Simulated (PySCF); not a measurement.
C6H6O, SMILES C#CC1(C=O)CC1.

Geometry: ωB97X-D3(BJ)/def2-SVP. One conformer was computed; it need not be the lowest.

Level of theory: r2SCAN/def2-TZVP run with PySCF.

The total energy comes out as -307.30089 hartree and the point group is Cs. The highest occupied level comes out as -6.39 eV. The lowest empty level is -1.96 eV. The orbital gap is 4.42 eV. The dipole moment comes out as 2.16 D. The quadrupole, principal values (traceless, Buckingham form, about the centre of nuclear charge) is -5.87, 0.47, 5.40 D·Å, the mean static polarisability is 69.8 bohr³ (10.34 Å³) and the polarisability, principal values is 51.1, 65.7, 92.6 bohr³.
